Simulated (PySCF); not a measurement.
## A small calculation by hand: entropy of an ideal gas

imidazole (C₃H₄N₂), SMILES c1cnc[nH]1.

Geometry optimised at PBE-D3(BJ)/def2-SVP.

PBE-D3(BJ)/def2-SVP (PySCF) gives the harmonic wavenumbers 553, 634, 671, 708, 773, 842, 874, 915, 1046, 1068, 1109, 1175, 1236, 1353, 1409, 1473, 1517, 3169, 3172, 3207, 3558 cm⁻¹ and the rotational temperatures 0.4636, 0.4440, 0.2268 K. The molar mass is 68.08 g/mol, the symmetry number 1, the spin multiplicity 1.

**Question.** Work out the entropy at 298.15 K and 1 atm in the rigid-rotor, harmonic-oscillator model.

**Answer.** 
Translation (Sackur–Tetrode at 1 atm): S = R[1.5 ln M + 2.5 ln T − 1.16487] = 161.4 J/(mol K).
Rotation: q = (√π/σ) T^1.5/√(θA θB θC) = 42200, S = R[ln q + 3/2] = 101.0 J/(mol K).
Vibration: with u = 1.4388 ν/T, each mode gives R[u/(e^u − 1) − ln(1 − e^−u)]:
```tsv
ν (cm⁻¹)	modes	u	S (J/(mol K))
553	1	2.67	2.25
634	1	3.06	1.65
671	1	3.24	1.43
708	1	3.42	1.24
773	1	3.73	0.96
842	1	4.06	0.74
874	1	4.22	0.65
915	1	4.42	0.55
1046	1	5.05	0.32
1068	1	5.15	0.30
1109	1	5.35	0.25
1175	1	5.67	0.19
1236	1	5.96	0.15
1353	1	6.53	0.09
1409	1	6.80	0.07
1473	1	7.11	0.06
1517	1	7.32	0.05
```
The stiffer modes add less than 0.005 each. Sum 11.0 J/(mol K).
Spin: R ln 1 = 0.0 J/(mol K).
Total 273.4 J/(mol K); the program's own thermochemistry gives 273.4. Translation makes up 59 % and vibration 4 %. Anharmonicity, hindered rotation and orbital degeneracy are left out.
